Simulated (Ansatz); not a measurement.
Born–Oppenheimer molecular dynamics of a periodic cell of 13 atoms, CuRe12 (host Re, host structure hcp, interstitial Cu). It starts from a relaxed structure.

Theory: DFT PBEsol, scalar-relativistic, plane waves, PAW in Ansatz. Settings: accuracy low, cutoff 420 eV, k mesh 2x2x2, fermi-dirac smearing 0.15 eV, no spin polarisation.

* ensemble: NVT, Nosé–Hoover chain
* time step: 9 fs
* steps asked: 200
* set temperature: 1200 K
* thermostat: time constant 100 fs, chain length 1
* seed: 152808

Frames 18 fs apart, positions in Å, forces in eV/Å.

Velocities at 900.0 fs (Å/ps):

```
Re 2.70 -2.37 -1.51
Re -4.13 1.19 -1.43
Re -0.64 0.22 1.39
Re -0.14 4.87 -3.98
Re 2.03 -0.98 -1.04
Re 0.85 -3.69 1.80
Re -0.17 2.99 -2.40
Re -0.63 -0.59 -2.08
Re 2.02 1.15 3.47
Re -0.31 -0.90 1.88
Re -0.70 -3.54 0.97
Re 1.05 3.69 1.82
Cu -5.61 -5.96 3.25
```

```xyz
13
Lattice="5.5200 0.0000 0.0000 -4.1400 7.1707 0.0000 0.0000 0.0000 4.4574" Properties=species:S:1:pos:R:3:forces:R:3 time_fs=900.0 energy_less_start_eV=2.112 T=1253
Re -0.009 -0.203 -0.089 0.26 0.20 2.96
Re -0.066 1.358 2.000 0.91 3.12 -0.11
Re -1.272 2.061 -0.205 -0.65 1.30 -3.68
Re -1.340 4.221 2.510 -0.03 -2.77 -1.04
Re -2.831 4.697 0.224 0.69 -0.38 -1.14
Re -2.975 5.997 2.312 0.16 1.66 -0.90
Re 2.822 -0.162 0.344 -1.08 -0.42 1.61
Re 2.930 2.252 1.687 1.11 1.69 0.72
Re 1.209 2.602 -0.081 0.13 -1.70 -0.06
Re 1.192 4.008 2.308 -1.03 -0.35 0.21
Re -0.216 4.746 0.206 1.44 -0.40 0.18
Re -0.075 6.598 2.404 -1.74 -1.62 -0.35
Cu 2.005 0.816 2.952 -0.16 -0.32 1.59
13
Lattice="5.5200 0.0000 0.0000 -4.1400 7.1707 0.0000 0.0000 0.0000 4.4574" Properties=species:S:1:pos:R:3:forces:R:3 time_fs=918.0 energy_less_start_eV=2.970 T=972
Re 0.042 -0.244 -0.089 -1.12 0.78 3.84
Re -0.133 1.407 1.972 2.31 2.47 0.22
Re -1.288 2.076 -0.214 -0.02 1.16 -4.49
Re -1.340 4.285 2.429 1.12 -4.49 0.75
Re -2.788 4.676 0.195 0.19 -0.20 -0.71
Re -2.961 5.943 2.336 -1.25 2.44 -2.19
Re 2.814 -0.113 0.318 0.60 -2.13 3.58
Re 2.925 2.251 1.663 0.24 -0.11 3.78
Re 1.246 2.607 -0.019 -0.84 -2.18 -1.43
Re 1.177 3.989 2.345 -0.74 -0.19 0.07
Re -0.218 4.679 0.224 1.19 1.21 -0.86
Re -0.072 6.652 2.434 -2.13 -2.23 -0.70
Cu 1.899 0.725 3.028 0.46 3.46 -1.88
13
Lattice="5.5200 0.0000 0.0000 -4.1400 7.1707 0.0000 0.0000 0.0000 4.4574" Properties=species:S:1:pos:R:3:forces:R:3 time_fs=936.0 energy_less_start_eV=2.401 T=1574
Re 0.079 -0.277 -0.024 -1.78 1.17 2.81
Re -0.168 1.504 1.946 2.08 0.90 0.05
Re -1.307 2.113 -0.300 -0.43 0.45 -2.48
Re -1.323 4.279 2.352 0.75 -3.96 2.41
Re -2.736 4.648 0.151 -0.53 -0.12 -0.36
Re -2.965 5.927 2.325 -1.54 3.06 -1.62
Re 2.812 -0.094 0.347 0.22 -1.85 2.00
Re 2.925 2.250 1.697 1.00 -0.27 2.63
Re 1.274 2.576 0.026 -1.41 -1.64 -1.77
Re 1.149 3.963 2.387 0.28 0.41 -0.24
Re -0.199 4.625 0.229 1.42 2.05 -1.99
Re -0.105 6.674 2.456 -1.01 -1.68 -0.14
Cu 1.807 0.782 3.031 0.98 1.49 -1.30
13
Lattice="5.5200 0.0000 0.0000 -4.1400 7.1707 0.0000 0.0000 0.0000 4.4574" Properties=species:S:1:pos:R:3:forces:R:3 time_fs=954.0 energy_less_start_eV=1.997 T=2209
Re 0.090 -0.293 0.097 -1.49 1.46 0.38
Re -0.172 1.627 1.916 1.13 -0.83 -0.76
Re -1.337 2.161 -0.436 -0.90 -0.90 1.75
Re -1.291 4.206 2.307 -0.78 -0.76 2.55
Re -2.688 4.616 0.095 -1.22 0.35 0.35
Re -2.996 5.960 2.285 -0.68 1.94 -0.15
Re 2.813 -0.105 0.414 -0.86 -0.75 -0.74
Re 2.943 2.245 1.779 1.40 0.66 -1.71
Re 1.280 2.513 0.046 -1.04 -0.30 -1.01
Re 1.122 3.943 2.430 1.76 1.23 -0.81
Re -0.152 4.600 0.201 1.60 2.01 -1.80
Re -0.159 6.669 2.478 0.62 -1.00 0.79
Cu 1.750 0.915 2.973 0.47 -3.12 1.14
13
Lattice="5.5200 0.0000 0.0000 -4.1400 7.1707 0.0000 0.0000 0.0000 4.4574" Properties=species:S:1:pos:R:3:forces:R:3 time_fs=972.0 energy_less_start_eV=3.135 T=1805
Re 0.076 -0.286 0.235 -1.48 1.47 -2.00
Re -0.154 1.748 1.871 0.92 -2.30 -0.64
Re -1.383 2.198 -0.555 -0.30 -2.38 6.36
Re -1.269 4.114 2.300 -1.05 4.06 1.17
Re -2.656 4.587 0.041 -1.35 0.56 1.23
Re -3.042 6.029 2.238 0.06 -0.79 1.00
Re 2.801 -0.131 0.476 -0.94 -0.25 -2.00
Re 2.982 2.248 1.839 -1.67 -0.65 -5.35
Re 1.269 2.439 0.049 0.08 1.03 -0.97
Re 1.124 3.942 2.462 2.79 1.55 -1.37
Re -0.074 4.607 0.141 0.75 1.69 -0.31
Re -0.207 6.646 2.516 1.72 -0.56 1.50
Cu 1.714 0.916 2.959 0.48 -3.44 1.38
13
Lattice="5.5200 0.0000 0.0000 -4.1400 7.1707 0.0000 0.0000 0.0000 4.4574" Properties=species:S:1:pos:R:3:forces:R:3 time_fs=990.0 energy_less_start_eV=3.777 T=1592
Re 0.035 -0.252 0.348 -1.81 1.40 -4.40
Re -0.120 1.838 1.815 0.53 -2.99 1.80
Re -1.437 2.198 -0.576 0.69 -2.69 6.47
Re -1.262 4.082 2.315 -0.70 5.77 -0.01
Re -2.645 4.565 0.004 -0.97 0.51 1.78
Re -3.091 6.088 2.206 0.17 -4.28 1.75
Re 2.773 -0.164 0.510 -0.16 -0.40 -1.52
Re 2.996 2.240 1.816 -3.98 -2.58 -4.44
Re 1.259 2.377 0.034 0.94 1.79 -2.49
Re 1.172 3.967 2.473 2.38 1.22 -1.98
Re 0.021 4.644 0.071 -0.80 0.96 1.27
Re -0.230 6.611 2.581 2.03 0.12 1.05
Cu 1.704 0.760 3.012 1.68 1.17 0.73
13
Lattice="5.5200 0.0000 0.0000 -4.1400 7.1707 0.0000 0.0000 0.0000 4.4574" Properties=species:S:1:pos:R:3:forces:R:3 time_fs=1008.0 energy_less_start_eV=3.062 T=2189
Re -0.038 -0.193 0.394 -1.12 1.21 -4.82
Re -0.076 1.883 1.786 -0.56 -1.89 3.87
Re -1.483 2.153 -0.493 1.09 -1.54 1.20
Re -1.268 4.142 2.330 -0.95 2.15 -0.43
Re -2.650 4.551 -0.004 -0.45 0.31 1.65
Re -3.139 6.082 2.200 0.72 -2.98 1.61
Re 2.740 -0.205 0.521 0.71 -1.09 0.37
Re 2.949 2.191 1.720 -1.24 -1.55 0.69
Re 1.263 2.344 -0.023 0.31 2.66 -2.87
Re 1.262 4.012 2.451 0.54 -0.70 -2.08
Re 0.108 4.699 0.018 -2.06 -0.17 2.22
Re -0.220 6.577 2.667 1.73 0.94 -0.47
Cu 1.772 0.642 3.102 1.29 2.66 -0.95
13
Lattice="5.5200 0.0000 0.0000 -4.1400 7.1707 0.0000 0.0000 0.0000 4.4574" Properties=species:S:1:pos:R:3:forces:R:3 time_fs=1026.0 energy_less_start_eV=3.071 T=2281
Re -0.131 -0.112 0.362 1.06 0.76 -2.64
Re -0.039 1.897 1.820 -0.66 -0.89 3.38
Re -1.511 2.081 -0.386 2.50 -0.39 -3.37
Re -1.290 4.241 2.339 -0.20 -1.06 -0.61
Re -2.663 4.541 0.014 -0.12 0.19 0.92
Re -3.175 6.030 2.221 1.98 2.97 1.00
Re 2.717 -0.267 0.538 0.48 -1.74 1.76
Re 2.876 2.115 1.631 0.18 0.64 4.26
Re 1.271 2.353 -0.129 -1.57 2.92 -0.65
Re 1.363 4.046 2.394 -2.16 -3.59 -1.37
Re 0.164 4.753 0.001 -2.30 -1.38 2.09
Re -0.180 6.558 2.747 1.29 1.37 -2.22
Cu 1.903 0.640 3.146 -0.47 0.21 -2.56
13
Lattice="5.5200 0.0000 0.0000 -4.1400 7.1707 0.0000 0.0000 0.0000 4.4574" Properties=species:S:1:pos:R:3:forces:R:3 time_fs=1044.0 energy_less_start_eV=3.525 T=1952
Re -0.206 -0.018 0.287 3.74 -0.45 0.29
Re -0.013 1.896 1.908 -1.18 -0.58 1.25
Re -1.499 2.002 -0.332 1.96 1.31 -4.57
Re -1.314 4.325 2.338 0.77 -2.49 -0.56
Re -2.679 4.534 0.047 0.20 -0.21 -0.21
Re -3.180 6.024 2.260 1.25 5.00 0.61
Re 2.701 -0.356 0.582 -0.54 -1.01 0.78
Re 2.807 2.049 1.607 1.81 2.90 2.95
Re 1.254 2.409 -0.245 -1.83 0.99 1.90
Re 1.430 4.022 2.313 -3.45 -3.61 -0.75
Re 0.182 4.785 0.018 -1.91 -1.74 1.55
Re -0.118 6.560 2.790 0.54 1.29 -3.70
Cu 2.013 0.652 3.081 -1.38 -1.41 0.47
13
Lattice="5.5200 0.0000 0.0000 -4.1400 7.1707 0.0000 0.0000 0.0000 4.4574" Properties=species:S:1:pos:R:3:forces:R:3 time_fs=1062.0 energy_less_start_eV=3.856 T=1632
Re -0.219 0.065 0.217 5.13 -2.73 2.76
Re -0.008 1.885 2.014 -2.10 -0.76 -1.61
Re -1.457 1.947 -0.351 -0.90 3.42 -2.97
Re -1.326 4.367 2.329 0.95 -2.90 0.02
Re -2.691 4.524 0.077 0.29 -0.56 -1.14
Re -3.167 6.093 2.308 -1.26 0.75 0.12
Re 2.679 -0.460 0.637 -0.11 0.61 -0.71
Re 2.769 2.030 1.631 3.55 3.05 -0.10
Re 1.210 2.480 -0.328 -0.16 -1.03 3.92
Re 1.441 3.945 2.221 -2.67 0.51 -0.29
Re 0.169 4.789 0.060 -1.45 -0.87 0.65
Re -0.049 6.583 2.772 -0.39 0.47 -4.12
Cu 2.059 0.605 3.041 -0.88 0.04 3.48
13
Lattice="5.5200 0.0000 0.0000 -4.1400 7.1707 0.0000 0.0000 0.0000 4.4574" Properties=species:S:1:pos:R:3:forces:R:3 time_fs=1080.0 energy_less_start_eV=3.672 T=1620
Re -0.150 0.102 0.193 3.48 -3.35 2.66
Re -0.035 1.861 2.091 -1.32 -1.23 -3.72
Re -1.431 1.948 -0.417 -2.46 3.43 -0.12
Re -1.323 4.361 2.320 0.37 -2.54 0.52
Re -2.697 4.506 0.087 0.35 -0.44 -1.51
Re -3.173 6.172 2.355 -1.71 -3.02 -0.57
Re 2.656 -0.549 0.680 0.81 2.21 -1.30
Re 2.789 2.058 1.655 3.03 -0.21 -0.54
Re 1.164 2.534 -0.345 0.95 -1.22 4.41
Re 1.407 3.877 2.129 -1.52 3.73 0.88
Re 0.131 4.778 0.110 -1.12 0.11 -0.90
Re 0.010 6.614 2.689 -1.62 -0.26 -2.36
Cu 2.065 0.568 3.157 0.75 2.80 2.57
13
Lattice="5.5200 0.0000 0.0000 -4.1400 7.1707 0.0000 0.0000 0.0000 4.4574" Properties=species:S:1:pos:R:3:forces:R:3 time_fs=1098.0 energy_less_start_eV=2.929 T=1882
Re -0.030 0.084 0.211 0.25 -2.25 0.65
Re -0.081 1.819 2.105 1.13 -1.01 -4.13
Re -1.443 2.004 -0.481 -1.34 1.97 2.77
Re -1.315 4.314 2.320 -0.48 -1.81 0.77
Re -2.698 4.481 0.073 0.22 0.06 -1.32
Re -3.202 6.205 2.393 1.69 -1.85 0.11
Re 2.646 -0.600 0.701 0.98 2.15 -0.74
Re 2.856 2.084 1.670 0.89 -1.82 -0.44
Re 1.134 2.566 -0.291 0.33 -0.37 2.68
Re 1.351 3.870 2.056 -0.39 3.36 2.72
Re 0.077 4.769 0.143 -0.68 0.70 -2.48
Re 0.040 6.639 2.573 -2.80 -0.21 0.50
Cu 2.099 0.650 3.381 0.23 1.08 -1.07
```

Of the whole run (1800 fs, mean temperature of the second half 1363 K): The conserved energy wandered by up to 9.3 meV per atom (net 2.9 meV per atom), which is poor conservation. The mean temperature of the second half is 14 % above the set value. A run of 1.8 ps of so small a system gives no equilibrium averages. Limits of this set-up: coarse k mesh, low accuracy level.

Time of the run: 11 min on 2 threads of Intel(R) Xeon(R) Platinum 8488C (Sapphire Rapids), on a shared host, peak memory 0.78 GiB.
